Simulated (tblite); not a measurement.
Species: C6H7N2O (doublet state).
SMILES with atom numbers: `[CH2:1]=[N:2][C:3]1=[CH:4][C@@H:5]([CH:6][NH2:7])[C:8]1=[O:9]` (hydrogens: H10, H11 on C1; H12 on C4; H13 on C5; H14 on C6; H15, H16 on N7)

Structure used (GFN2-xTB), in Å, numbered top down from 1:
```xyz
16
C6H7N2O angstrom
C      3.3796    0.1200   -0.7027
N      2.5320    0.0492    0.2268
C      1.2118    0.3365    0.0536
C      0.2888    0.1545   -0.9497
C     -0.8800    0.6785   -0.1479
C     -1.7971   -0.3397    0.3069
N     -3.1224   -0.1021    0.5128
C      0.2355    0.8884    0.9768
O      0.1467    1.2385    2.1266
H      3.1660    0.5005   -1.7050
H      4.3903   -0.1997   -0.4962
H      0.2922   -0.4175   -1.8581
H     -1.3644    1.5895   -0.4965
H     -1.4450   -1.3430    0.4750
H     -3.4068    0.8643    0.5675
H     -3.6348   -0.7413    1.0988
```

Method: GFN2-xTB as coded in tblite; computed harmonic values from a numerical Hessian at the method's own geometry, unscaled. Errors from tens to a few hundred cm⁻¹ against measured bands are possible. One conformer, not necessarily the lowest. Open shells enter through the occupations alone, without spin polarisation, and single modes of such species can be off by tens of per cent.

Harmonic wavenumbers (cm⁻¹): 50.6, 63.7, 79.6, 168.1, 217.2, 276.2, 318.0, 363.2, 371.3, 441.6, 519.6, 567.2, 577.9, 623.3, 671.5, 686.8, 731.7, 758.4, 870.2, 949.7, 959.5, 996.3, 1045.9, 1118.0, 1148.2, 1176.4, 1218.2, 1238.5, 1257.4, 1407.8, 1414.6, 1497.0, 1538.7, 1676.9, 1810.4, 2901.5, 2976.8, 3073.9, 3117.9, 3131.9, 3431.1, 3495.2.

A = 3917, B = 981.2, C = 833.1 MHz; mass 123.056 u (most abundant isotopes); point group C1, symmetry number 1; spin multiplicity 2.

Problem. Zero-point energy?

Solution. Half the sum of the wavenumbers: 25469 cm⁻¹ = 72.82 kcal/mol.

Problem. Entropy at 298.15 K, 1 bar (ideal gas, RRHO, classical rotation)?

Solution. Translation 40.36, rotation 29.00, vibration 27.43, spin (R ln 2) 1.38: S = 98.2 cal/(mol K).

Problem. And Cp and H(298.15 K) − H(0)?

Solution. Cp = 36.77 cal/(mol K), of which vibrations give 28.82 (their classical limit is 42 R = 83.5); H(298.15 K) − H(0) = 6.67 kcal/mol without the zero-point energy, 4.30 from vibrations.

Problem. Blend soft modes into free rotors: weight 1/[1 + (100 cm⁻¹/ν̃)⁴] for the oscillator and the rest for a rotor with moment μB/(μ + B), μ = h/(8π²ν), B = 10⁻⁴⁴ kg m². What vibrational entropy results?

Solution. 24.78 cal/(mol K) in place of 27.43, which changes −T·S at 298.15 K by +0.79 kcal/mol.

Problem. What must be added to the electronic energy to get the Gibbs energy at 298.15 K and 1 bar?

Solution. ZPE + [H(298.15 K) − H(0)] − T·S = 72.82 + 6.67 − 29.27 = 50.22 kcal/mol.

Hindered rotation and anharmonicity are outside this model. Other conformers, if any are populated, would add a mixing term that is left out. The structure is chiral; the term R ln 2 for an equal mix with its mirror image is left out.
